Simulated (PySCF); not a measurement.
C3H9BOS, SMILES B(C)(SC)OC.

The structure is a stationary point at PBE0-D3(BJ)/def2-SVP. One conformer was computed; it need not be the lowest.

Vertical ionisation energy (IE) and electron affinity (EA) in eV. Rows of orbital energies are one-electron estimates. Where ΔSCF, EOM or ADC give a negative EA the extra electron is unbound and the value depends on the basis.

```
level                                           IE     EA
--------------------------------------------  ----  -----
−ε(HOMO), −ε(LUMO), M06-2X/def2-TZVP (PySCF)  7.98  -1.31
−ε(HOMO), −ε(LUMO), PBE/def2-TZVP (PySCF)     5.63   0.46
```
